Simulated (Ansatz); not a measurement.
Mulliken charges of C2H4F2Si, SMILES `F[C@H]1[SiH2][C@@H]1F` from B3LYP/def2-TZVPP in Ansatz (PBE0-D4/def2-TZVP geometry).

```csv
atom,x (Å),y (Å),z (Å),charge (e)
F1,-1.439,-0.694,1.372,-0.228
C2,-0.415,0.023,0.821,0.082
Si3,1.028,-0.540,-0.240,0.201
C4,-0.516,0.465,-0.602,0.082
F5,-0.659,1.796,-0.881,-0.228
H6,-0.096,0.831,1.483,0.086
H7,2.329,0.074,0.093,-0.040
H8,1.082,-1.865,-0.890,-0.040
H9,-1.226,-0.137,-1.174,0.086
```

Q: By hand: the dipole of these point charges (1 e Å = 4.8032 D).

A: Σ q r = (0.358, -0.188, -0.084) e Å, of length 0.413 e Å = 1.98 D.

Q: How does the dipole of the full density compare? (Best estimate.)

A: Ansatz gave: (0.379, -0.199, -0.089) e Å, 2.10 D; the point charges give 0.94 times that, at 0° from its direction.

Point charges leave out the atoms' own dipoles, such as those of lone pairs, and Mulliken's split depends on the basis, so the close match here is no proof of good charges.

B3LYP here is the variant with VWN-RPA as its local correlation; programs differ in this.
